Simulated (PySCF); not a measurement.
CH₆AlClSi. Atoms are numbered in the order given.

```xyz
10

Al    -0.0315    -0.2163     0.3736
Cl     1.8237    -0.6080    -0.5745
C     -0.3900    -1.0651     2.0870
H      0.3925    -1.7842     2.3731
H     -1.3590    -1.5920     2.0717
H     -0.4607    -0.3033     2.8828
Si    -1.5211     1.3062    -0.8304
H     -2.8087     1.5319    -0.0979
H     -1.8547     0.7602    -2.1855
H     -0.8679     2.6400    -1.0304
```
Charge 0, spin multiplicity 1.

Geometry: PBE0-D3(BJ)/def2-SVP. The structure was generated by enumeration; whether it is a known compound was not checked.

Computed with TDA-B3LYP/def2-SVPD (PySCF).

Vertical excitations. Isolated molecule, no solvent.

```csv
state,energy (eV),λ (nm),f,main pairs
S1,4.62,268,0.012,HOMO→LUMO 98 %
S2,6.04,205,0.223,HOMO→LUMO+1 96 %
S3,6.16,201,0.007,HOMO−1→LUMO 85 %
S4,6.31,196,0.009,HOMO−3→LUMO 86 %
S5,6.43,193,0.019,"HOMO→LUMO+2 65 %, HOMO−2→LUMO 31 %"
S6,6.54,190,0.074,"HOMO−2→LUMO 63 %, HOMO→LUMO+2 28 %"
S7,6.89,180,0.007,HOMO−5→LUMO 95 %
S8,7.02,177,0.012,"HOMO−4→LUMO 75 %, HOMO→LUMO+3 20 %"
S9,7.35,169,0.007,HOMO→LUMO+5 78 %
S10,7.36,168,0.031,"HOMO→LUMO+4 58 %, HOMO→LUMO+5 12 %"
T1,4.02,309,0,HOMO→LUMO 97 %
T2,5.44,228,0,HOMO→LUMO+1 93 %
T3,5.70,217,0,HOMO→LUMO+2 93 %
T4,5.72,217,0,"HOMO−1→LUMO 76 %, HOMO−3→LUMO 18 %"
```
Triplets are in the Tamm–Dancoff approximation.
